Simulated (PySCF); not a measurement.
Compound: C4H8FGa.
SMILES: `[F][Ga]1[CH2]CC[CH2]1`

A linear-response calculation (PySCF, def2-SVPD basis, gas phase, vertical, core orbitals frozen in the response) gave these numbers; the functional is withheld.

Orbital energies (eV): HOMO-3 -10.11, HOMO-2 -9.26, HOMO-1 -9.01, HOMO -7.19, LUMO -0.74, LUMO+1 -0.39, LUMO+2 0.71.

```tsv
state	E (eV)	f	main configurations (H = HOMO, L = LUMO)
S1	4.95	0.0001	H→L (100%)
S2	5.74	0.039	H→L+1 (99%)
S3	6.79	0.0028	H→L+2 (99%)
S4	7.07	0.023	H-1→L (98%)
S5	7.32	0.0084	H-2→L (98%)
S6	7.33	0.025	H→L+3 (96%)
```

Triplets, Tamm–Dancoff:

| state | E (eV) | λ (nm) | main configurations (H = HOMO, L = LUMO) |
| --- | --- | --- | --- |
| T1 | 4.63 | 267.8 | H→L (99%) |
| T2 | 5.05 | 245.6 | H→L+1 (92%) |
| T3 | 6.41 | 193.4 | H-1→L (90%) |
| T4 | 6.61 | 187.7 | H→L+2 (92%) |

Vertical ionisation energy by ΔSCF with the same functional: 9.15 eV. Mean static polarisability: 70.8 au.

Problem. Name the functional.
A. PBE
B. PBE0
C. HF
D. wB97X-D

Solution. B. PBE0 is a global hybrid with 25% exact exchange. In this run −ε(HOMO) = 7.19 eV differs from the ΔSCF value by -1.96 eV, and S1 differs from the orbital gap of 6.45 eV by -1.50 eV. The ratio −ε(HOMO)/IP is 0.79. Usual ranges for neutral molecules in this basis: 0.7 to 0.83 with PBE0, 0.5 to 0.7 with PBE, 0.89 to 0.99 with wB97X-D; Hartree–Fock can't fall below 1, since the ion's relaxation only lowers the ΔSCF value. The other options: PBE, a GGA without exact exchange; HF, time-dependent Hartree–Fock, 100% exact exchange; wB97X-D, range-separated, 22% exact exchange at short range and 100% at long range (ω = 0.2 bohr⁻¹).

Method used: TDDFT PBE0/def2-SVPD, vertical, gas phase, core orbitals frozen in the response (PySCF 2.14.0, density-fitted response routines). Geometry: PBE0-D3(BJ)/def2-SVP, one conformer, isolated molecule. The PBE0/def2-SVPD calculation is non-relativistic and has no spin–orbit coupling, an omission that weighs most on gallium.
